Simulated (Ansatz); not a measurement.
# What each rung costs, and what it gives

Saddle point of BH$_{4}$O$_{2}$F, singlet (BH₂O₂F ([OH][B]([OH])[F]) + H₂ → BH₃O₂ ([OH][BH][OH]) + HF; bonds formed: B1–H6, F2–H5; bonds broken: B1–F2, H5–H6), PBE0-D4/def2-TZVP structure:

```
8
angstrom
B -0.1995 -0.1415 0.1265
F 0.3238 1.3063 -0.6445
O -1.1398 -0.7808 -0.6141
O -0.4297 0.0617 1.4483
H 1.0409 0.3960 -0.5202
H 1.0949 -0.5459 -0.1545
H -0.9394 -0.8548 -1.5473
H 0.2488 0.5588 1.9057
```

Barriers are electronic and count from the start structure reached by relaxing down the imaginary mode.

Program: Ansatz 0.2.0. Basis: as named in each row. Cores are frozen in the correlated methods. B3LYP uses VWN-RPA correlation. Extrapolation: Hartree–Fock as exp(−7.88 √X), correlation as X^−2.97.

Times are rough, for one single point on 2 threads of a shared host (Arm Neoverse V1).

The estimate by CCSD(T) at an estimated basis limit (MP2 extrapolated from triple and quadruple zeta, plus CCSD(T) − MP2 in triple zeta) is 2.585 eV.

```csv
method,basis,time (s),barrier (eV),method less estimate
HF,STO-3G,under 1,4.476,1.890
PBE-D4,STO-3G,under 1,3.015,0.429
SPW92,def2-SVP,under 1,1.735,-0.850
B3LYP-D4,6-31G,under 1,2.580,-0.005
PBE-D4,def2-SVP,under 1,2.058,-0.528
PBE0-D4,def2-SVP,under 1,2.265,-0.321
SPW92,def2-TZVPP,1,1.807,-0.779
PBE-D4,def2-TZVPP,2,2.146,-0.440
BLYP-D4,def2-TZVPP,2,2.382,-0.204
PBE0-D4,def2-TZVPP,2,2.345,-0.240
BHLYP-D4,def2-TZVPP,2,2.735,0.149
CCSD(T),def2-SVP,3,2.628,0.042
B3LYP-D4,def2-TZVPP,3,2.511,-0.074
CAM-B3LYP-D4,def2-TZVPP,3,2.511,-0.074
wB97M-V,def2-SVP,3,2.341,-0.244
r2SCAN-D4,def2-TZVPP,3,2.333,-0.252
r2SCAN0-D4,def2-TZVPP,4,2.467,-0.119
B2PLYP,def2-TZVPP,4,2.549,-0.037
PBE-QIDH,def2-TZVPP,4,2.493,-0.092
RPA on PBE,def2-TZVPP,4,2.562,-0.023
B97M-V,def2-TZVPP,7,2.505,-0.081
wB97X-V,def2-TZVPP,7,2.484,-0.102
wB97M-V,def2-TZVPP,8,2.474,-0.111
MP2,def2-QZVPP,19,2.542,-0.043
CCSD(T),def2-TZVPP,65,2.580,-0.005
```

All methods are single points on the PBE0-D4 structures.

No T1 diagnostic of these runs exceeds 0.014.

Labels in which every atom is bracketed show which atoms are joined, not bond orders.
